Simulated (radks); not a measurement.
All-electron atom: Ir+ in [Xe] 4f14 5d7 6s1 (the NIST ground configuration). Method: scalar-relativistic Kohn-Sham, LDA (Slater exchange, Perdew-Wang correlation), spin-polarised, spherical densities, finite nucleus; open shells are filled with parallel spins first (spin-orbit coupling, left out, can overturn this in heavy ions); Fermi nuclear charge, rms radius 5.4032 fm; hard spherical wall at 12 bohr; computed with a radial shooting solver on a logarithmic mesh with Libxc functionals.

Radial electron density D(r) = 4 pi r^2 rho(r):

| r (bohr) | D(r) (e/bohr) | spin D(r) |
|---|---|---|
| 0.001643 | 18.94 | 0.00120 |
| 0.002245 | 28.91 | 0.00179 |
| 0.003067 | 42.63 | 0.00256 |
| 0.00419 | 60.00 | 0.00343 |
| 0.005678 | 78.81 | 0.00414 |
| 0.007758 | 96.09 | 0.00426 |
| 0.0106 | 105.6 | 0.00320 |
| 0.01448 | 103.6 | 0.000908 |
| 0.01962 | 95.72 | -0.000897 |
| 0.02681 | 97.29 | 0.00231 |
| 0.03662 | 119.5 | 0.0177 |
| 0.05003 | 142.2 | 0.0524 |
| 0.06781 | 132.9 | 0.112 |
| 0.09263 | 111.4 | 0.191 |
| 0.1266 | 125.0 | 0.194 |
| 0.1729 | 124.7 | 0.0321 |
| 0.2343 | 80.61 | 0.0349 |
| 0.3201 | 75.74 | 0.392 |
| 0.4373 | 80.38 | 0.288 |
| 0.5974 | 45.47 | 0.0200 |
| 0.8162 | 23.39 | 0.844 |
| 1.106 | 16.19 | 1.96 |
| 1.511 | 8.642 | 2.19 |
| 2.065 | 3.625 | 1.60 |
| 2.82 | 1.281 | 0.767 |
| 3.823 | 0.3024 | 0.208 |
| 5.222 | 0.03147 | 0.0233 |
| 7.134 | 0.001077 | 0.000832 |

D(r) has 4 maxima, at r = 0.0117, 0.0538, 0.150, 0.391 bohr, and minima at 0.0227, 0.0964, 0.277 bohr, inside which lie 1.90, 11.02, 29.97 electrons.
